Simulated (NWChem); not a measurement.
System: aminoborane (BNH4); SMILES BN

Input file for NWChem:

```
start job
memory heap 200 mb stack 900 mb global 1100 mb
geometry units angstroms noautoz
  B      0.000000     0.000000     0.770382
  N      0.000000     0.000000    -0.614460
  H      0.000000    -1.047223     1.350301
  H      0.000000     1.047223     1.350301
  H      0.000000     0.841281    -1.165784
  H      0.000000    -0.841281    -1.165784
end
basis spherical
  * library def2-svp
end
dft
  xc xpbe96 cpbe96
  iterations 150
  mulliken
end
task dft gradient
```

Parts of the log:

```
             Northwest Computational Chemistry Package (NWChem) 7.3.0
             --------------------------------------------------------

 C2V symmetry detected

                             Geometry "geometry" -> ""
                             -------------------------

 Output coordinates in angstroms (scale by  1.889725989 to convert to a.u.)

  No.       Tag          Charge          X              Y              Z
 ---- ---------------- ---------- -------------- -------------- --------------
    1 B                    5.0000     0.00000000     0.00000000     0.77539925
    2 N                    7.0000     0.00000000     0.00000000    -0.60944275
    3 H                    1.0000     0.00000000    -1.04722300     1.35531825
    4 H                    1.0000     0.00000000     1.04722300     1.35531825
    5 H                    1.0000     0.00000000     0.84128100    -1.16076675
    6 H                    1.0000     0.00000000    -0.84128100    -1.16076675

 Effective nuclear repulsion energy (a.u.)      32.3173588831

      Symmetry information
      --------------------

 Group name             C2v
 Group number             16
 Group order               4
 No. of unique centers     4

  pbe96 is a nonlocal functional; adding pw91lda local functional.

                                 NWChem DFT Module
                                 -----------------

 Summary of "ao basis" -> "ao basis" (spherical)
 ------------------------------------------------------------------------------
       Tag                 Description            Shells   Functions and Types
 ---------------- ------------------------------  ------  ---------------------
 B                          def2-svp                 6       14   3s2p1d
 N                          def2-svp                 6       14   3s2p1d
 H                          def2-svp                 3        5   2s1p

      Symmetry analysis of basis
      --------------------------

        a1         22
        a2          4
        b1          8
        b2         14

            General Information
            -------------------
          SCF calculation type: DFT
          Wavefunction type:  closed shell.
          No. of atoms     :     6
          No. of electrons :    16
           Alpha electrons :     8
            Beta electrons :     8
          Charge           :     0
          Spin multiplicity:     1
          Use of symmetry is: on ; symmetry adaption is: on
          Maximum number of iterations: 150
          AO basis - number of functions:    48
                     number of shells:    24
          Convergence on energy requested:  1.00D-06
          Convergence on density requested:  1.00D-05
          Convergence on gradient requested:  5.00D-04

              XC Information
              --------------
          PerdewBurkeErnzerhof Exchange Functional  1.000
            Perdew 1991 LDA Correlation Functional  1.000 local
           PerdewBurkeErnz. Correlation Functional  1.000 non-local

             Grid Information
             ----------------
          Grid used for XC integration:  medium
          Radial quadrature: Mura-Knowles
          Angular quadrature: Lebedev.
          Tag              B.-S. Rad. Rad. Pts. Rad. Cut. Ang. Pts.
          ---              ---------- --------- --------- ---------
          B                   0.85       49           8.0       434
          N                   0.65       49           7.0       434
          H                   0.35       45           9.0       434
          Grid pruning is: on
          Number of quadrature shells:   188
          Spatial weights used:  Erf1

      Superposition of Atomic Density Guess
      -------------------------------------

 Sum of atomic energies:         -80.74529229

      Non-variational initial energy
      ------------------------------

 Total energy =     -81.735645
 1-e energy   =    -171.176349
 2-e energy   =      57.123344
 HOMO         =      -0.390103
 LUMO         =       0.022098

      Symmetry analysis of molecular orbitals - initial
      -------------------------------------------------

  Numbering of irreducible representations:

     1 a1          2 a2          3 b1          4 b2

  Orbital symmetries:

     1 a1          2 a1          3 a1          4 a1          5 b2
     6 a1          7 b1          8 b2          9 b1         10 a1
    11 b2         12 a1         13 a1         14 b2         15 a1
    16 b2         17 b1         18 a1

     ---------------------------------------------
      Total Density - Mulliken Population Analysis
     ---------------------------------------------

    Atom       Charge   Shell Charges
 -----------   ------   -------------------------------------------------------
    1 B    5     4.93   1.99  0.89  0.23  1.34  0.41  0.07
    2 N    7     7.43   1.99  1.02  0.37  2.58  1.46  0.01
    3 H    1     1.06   0.73  0.32  0.01
    4 H    1     1.06   0.73  0.32  0.01
    5 H    1     0.76   0.60  0.12  0.05
    6 H    1     0.76   0.60  0.12  0.05

   convergence    iter        energy       DeltaE   RMS-Dens  Diis-err
 ---------------- ----- ----------------- --------- --------- ---------
 d= 0,ls=0.0,diis     1    -81.8243637686 -1.14D+02  1.32D-02  2.33D-01
 d= 0,ls=0.0,diis     2    -81.8079508406  1.64D-02  8.43D-03  3.87D-01
 d= 0,ls=0.0,diis     3    -81.8466370046 -3.87D-02  2.69D-03  5.41D-02
 d= 0,ls=0.0,diis     4    -81.8532625150 -6.63D-03  3.34D-04  4.02D-04
 d= 0,ls=0.0,diis     5    -81.8533109875 -4.85D-05  1.12D-04  2.64D-05
  Resetting Diis
 d= 0,ls=0.0,diis     6    -81.8533152360 -4.25D-06  2.27D-05  1.55D-06
 d= 0,ls=0.0,diis     7    -81.8533155066 -2.71D-07  2.07D-06  4.60D-09

         Total DFT energy =      -81.853315506648
      One electron energy =     -173.364248205375
           Coulomb energy =       71.526434842436
    Exchange-Corr. energy =      -12.332861026849
 Nuclear repulsion energy =       32.317358883140

 Numeric. integr. density =       15.999999862511

                  Occupations of the irreducible representations
                  ----------------------------------------------

                     irrep           alpha         beta
                     --------     --------     --------
                     a1                5.0          5.0
                     a2                0.0          0.0
                     b1                1.0          1.0
                     b2                2.0          2.0

                       DFT Final Molecular Orbital Analysis
                       ------------------------------------

 Vector    6  Occ=2.000000D+00  E=-3.374805D-01  Symmetry=a1
              MO Center= -6.6D-16, -2.3D-15,  9.4D-01, r^2= 1.7D+00
   Bfn.  Coefficient  Atom+Function         Bfn.  Coefficient  Atom+Function
  ----- ------------  ---------------      ----- ------------  ---------------
     6      0.373047  1 B  pz                20     -0.277504  2 N  pz
    29     -0.249460  3 H  s                 34     -0.249460  4 H  s
     2     -0.183480  1 B  s                 16      0.123776  2 N  s
     1     -0.102475  1 B  s                  9     -0.101995  1 B  pz
    30     -0.101466  3 H  s                 35     -0.101466  4 H  s

 Vector    7  Occ=2.000000D+00  E=-2.687240D-01  Symmetry=b2
              MO Center=  8.6D-20,  2.4D-15,  9.9D-01, r^2= 1.9D+00
   Bfn.  Coefficient  Atom+Function         Bfn.  Coefficient  Atom+Function
  ----- ------------  ---------------      ----- ------------  ---------------
     5      0.396733  1 B  py                29      0.317531  3 H  s
    34     -0.317531  4 H  s                 30      0.171597  3 H  s
    35     -0.171597  4 H  s                 39      0.127010  5 H  s
    44     -0.127010  6 H  s                  8     -0.125407  1 B  py
    19     -0.113292  2 N  py                40      0.077831  5 H  s

 Vector    8  Occ=2.000000D+00  E=-2.631662D-01  Symmetry=b1
              MO Center=  8.9D-16,  9.7D-17, -3.7D-01, r^2= 1.1D+00
   Bfn.  Coefficient  Atom+Function         Bfn.  Coefficient  Atom+Function
  ----- ------------  ---------------      ----- ------------  ---------------
    18      0.541603  2 N  px                21     -0.406116  2 N  px
     4      0.235487  1 B  px                 7     -0.130739  1 B  px
    13     -0.027407  1 B  d  1

 Vector    9  Occ=0.000000D+00  E=-1.624683D-02  Symmetry=b1
              MO Center= -2.3D-16,  1.4D-17,  6.4D-01, r^2= 2.3D+00
   Bfn.  Coefficient  Atom+Function         Bfn.  Coefficient  Atom+Function
  ----- ------------  ---------------      ----- ------------  ---------------
     7      0.641144  1 B  px                 4     -0.525728  1 B  px
    21     -0.405154  2 N  px                18      0.321090  2 N  px

 Vector   10  Occ=0.000000D+00  E= 3.426368D-02  Symmetry=a1
              MO Center=  8.0D-16,  8.7D-16, -1.2D+00, r^2= 3.6D+00
   Bfn.  Coefficient  Atom+Function         Bfn.  Coefficient  Atom+Function
  ----- ------------  ---------------      ----- ------------  ---------------
    17      1.490806  2 N  s                 40     -0.918623  5 H  s
    45     -0.918623  6 H  s                  9      0.339717  1 B  pz
    23     -0.276649  2 N  pz                16      0.237485  2 N  s
    20      0.175174  2 N  pz                15      0.133038  2 N  s
     6     -0.131933  1 B  pz                39     -0.119881  5 H  s

 Vector   11  Occ=0.000000D+00  E= 8.476954D-02  Symmetry=b2
              MO Center=  3.6D-32, -1.6D-15, -1.0D+00, r^2= 3.9D+00
   Bfn.  Coefficient  Atom+Function         Bfn.  Coefficient  Atom+Function
  ----- ------------  ---------------      ----- ------------  ---------------
    40      1.287712  5 H  s                 45     -1.287712  6 H  s
    22     -0.693239  2 N  py                30     -0.560218  3 H  s
    35      0.560218  4 H  s                  8     -0.462171  1 B  py
    19      0.352464  2 N  py                 5      0.208024  1 B  py
    39      0.153037  5 H  s                 44     -0.153037  6 H  s

     ---------------------------------------------
      Total Density - Mulliken Population Analysis
     ---------------------------------------------

    Atom       Charge   Shell Charges
 -----------   ------   -------------------------------------------------------
    1 B    5     5.16   1.99  0.79  0.21  1.61  0.50  0.06
    2 N    7     7.03   1.99  0.98  0.33  2.48  1.23  0.01
    3 H    1     1.02   0.74  0.27  0.01
    4 H    1     1.02   0.74  0.27  0.01
    5 H    1     0.88   0.73  0.11  0.05
    6 H    1     0.88   0.73  0.11  0.05

     -------------------------------------------
      Total Density - Lowdin Population Analysis
     -------------------------------------------

    Atom       Charge   Shell Charges
 -----------   ------   -------------------------------------------------------
    1 B    5     5.17   1.97  0.53  0.29  1.48  0.74  0.17
    2 N    7     6.91   1.97  0.67  0.39  2.24  1.62  0.03
    3 H    1     1.04   0.64  0.36  0.03
    4 H    1     1.04   0.64  0.36  0.03
    5 H    1     0.92   0.60  0.20  0.12
    6 H    1     0.92   0.60  0.20  0.12

     Multipole analysis of the density
     ---------------------------------

     L   x y z        total         alpha         beta         nuclear
     -   - - -        -----         -----         ----         -------
     0   0 0 0     -0.000000     -8.000000     -8.000000     16.000000

     1   1 0 0     -0.000000     -0.000000     -0.000000      0.000000
     1   0 1 0      0.000000      0.000000      0.000000      0.000000
     1   0 0 1     -0.914489     -0.457245     -0.457245      0.000000

     2   2 0 0    -10.832282     -5.416141     -5.416141      0.000000
     2   1 1 0     -0.000000     -0.000000     -0.000000      0.000000
     2   1 0 1      0.000000      0.000000      0.000000      0.000000
     2   0 2 0     -9.709998    -11.298734    -11.298734     12.887469
     2   0 1 1      0.000000      0.000000      0.000000      0.000000
     2   0 0 2     -9.740318    -26.251366    -26.251366     42.762414

            General Information
            -------------------
          SCF calculation type: DFT
          Wavefunction type:  closed shell.
          No. of atoms     :     6
          No. of electrons :    16
           Alpha electrons :     8
            Beta electrons :     8
          Charge           :     0
          Spin multiplicity:     1
          Use of symmetry is: on ; symmetry adaption is: on
          Maximum number of iterations: 150
          AO basis - number of functions:    48
                     number of shells:    24
          Convergence on energy requested:  1.00D-06
          Convergence on density requested:  1.00D-05
          Convergence on gradient requested:  5.00D-04

              XC Information
              --------------
          PerdewBurkeErnzerhof Exchange Functional  1.000
            Perdew 1991 LDA Correlation Functional  1.000 local
           PerdewBurkeErnz. Correlation Functional  1.000 non-local

             Grid Information
             ----------------
          Grid used for XC integration:  medium
          Radial quadrature: Mura-Knowles
          Angular quadrature: Lebedev.
          Tag              B.-S. Rad. Rad. Pts. Rad. Cut. Ang. Pts.
          ---              ---------- --------- --------- ---------
          B                   0.85       49           8.0       434
          N                   0.65       49           7.0       434
          H                   0.35       45           9.0       434
          Grid pruning is: on
          Number of quadrature shells:   188
          Spatial weights used:  Erf1

          Convergence Information
          -----------------------
          Convergence aids based upon iterative change in
          total energy or number of iterations.
          Levelshifting, if invoked, occurs when the
          HOMO/LUMO gap drops below (HL_TOL):  1.00D-02
          DIIS, if invoked, will attempt to extrapolate
          using up to (NFOCK): 10 stored Fock matrices.

                    Damping( 0%)  Levelshifting(0.5)       DIIS
                  --------------- ------------------- ---------------
          dE  on:    start            ASAP                start
          dE off:    2 iters        150 iters           150 iters

                            NWChem DFT Gradient Module
                            --------------------------

  charge          =   0.00
  wavefunction    = closed shell

  Using symmetry

                         DFT ENERGY GRADIENTS

    atom               coordinates                        gradient
                 x          y          z           x          y          z
   1 B       0.000000   0.000000   1.465292    0.000000   0.000000  -0.000246
   2 N       0.000000   0.000000  -1.151680    0.000000   0.000000  -0.005697
   3 H       0.000000  -1.978965   2.561180    0.000000   0.008172  -0.004654
   4 H       0.000000   1.978965   2.561180    0.000000  -0.008172  -0.004654
   5 H       0.000000   1.589791  -2.193531    0.000000  -0.011141   0.007626
   6 H       0.000000  -1.589791  -2.193531    0.000000   0.011141   0.007626
```

Level: PBE/def2-SVP. The geometry was optimised at PBE0-D3(BJ)/def2-TZVP.
